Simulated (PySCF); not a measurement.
Spinor energies of Co+ (cobalt, charge +1)

Start: [Ar] 3d8; 3d3/2 filled at m_j = -3/2, -1/2, +1/2, +3/2; 3d5/2 filled at m_j = -1/2, +1/2, +3/2, +5/2. Calculated with PySCF 2.14 in x2c-TZVPall-2c with one added diffuse shell each of s, p, d type (7s8p5d1f, 63 functions): generalised Hartree-Fock with the X2C-1e Hamiltonian and a Gaussian nucleus; one run each with spin-orbit coupling (SO) switched off, then screened by Boettger's factors.

```json
{"spinor shell": "1s1/2", "electrons": "2", "ε, spin-free (eV)": "-7779.3", "ε, screened SO (eV)": "-7779.1", "weight of nominal j (screened SO)": "1.000", "rms radius, screened SO (bohr)": "0.0649"}
{"spinor shell": "2s1/2", "electrons": "2", "ε, spin-free (eV)": "-967.00", "ε, screened SO (eV)": "-966.95", "weight of nominal j (screened SO)": "1.000", "rms radius, screened SO (bohr)": "0.276"}
{"spinor shell": "2p1/2", "electrons": "2", "ε, spin-free (eV)": "-824.75", "ε, screened SO (eV)": "-835.26", "weight of nominal j (screened SO)": "0.998", "rms radius, screened SO (bohr)": "0.247"}
{"spinor shell": "2p3/2", "electrons": "4", "ε, spin-free (eV)": "-824.75", "ε, screened SO (eV)": "-819.56", "weight of nominal j (screened SO)": "0.999", "rms radius, screened SO (bohr)": "0.250"}
{"spinor shell": "3s1/2", "electrons": "2", "ε, spin-free (eV)": "-128.02", "ε, screened SO (eV)": "-128.00", "weight of nominal j (screened SO)": "1.000", "rms radius, screened SO (bohr)": "0.837"}
{"spinor shell": "3p1/2", "electrons": "2", "ε, spin-free (eV)": "-85.166", "ε, screened SO (eV)": "-88.622", "weight of nominal j (screened SO)": "0.773", "rms radius, screened SO (bohr)": "0.893"}
{"spinor shell": "3p3/2", "electrons": "4", "ε, spin-free (eV)": "-85.166", "ε, screened SO (eV)": "-83.435", "weight of nominal j (screened SO)": "0.886", "rms radius, screened SO (bohr)": "0.903"}
{"spinor shell": "3d3/2", "electrons": "4", "ε, spin-free (eV)": "-19.906", "ε, screened SO (eV)": "-19.830", "weight of nominal j (screened SO)": "0.689", "rms radius, screened SO (bohr)": "1.27"}
{"spinor shell": "3d5/2", "electrons": "4", "ε, spin-free (eV)": "-19.906", "ε, screened SO (eV)": "-19.981", "weight of nominal j (screened SO)": "0.734", "rms radius, screened SO (bohr)": "1.27"}
```

```
   quantity    spin-free  screened SO
E (hartree)  -1391.54731  -1391.57611
        M_J            4            4
       ⟨J²⟩       20.014       20.014
       ⟨L²⟩       12.007       12.013
       ⟨S²⟩        2.007        2.006
```

Each row is a mean over spinors that exchange with the open shell spreads, by up to 9.793 eV (3p3/2).

Rows whose weight is well below 1 are mixtures of j = l ± 1/2: exchange outweighs spin-orbit coupling there, and the label is only the starting occupation.

Without spin-orbit coupling the j labels of p, d and f shells carry no meaning; the spin-free column gives the mean over the occupied spinors of each nl shell.
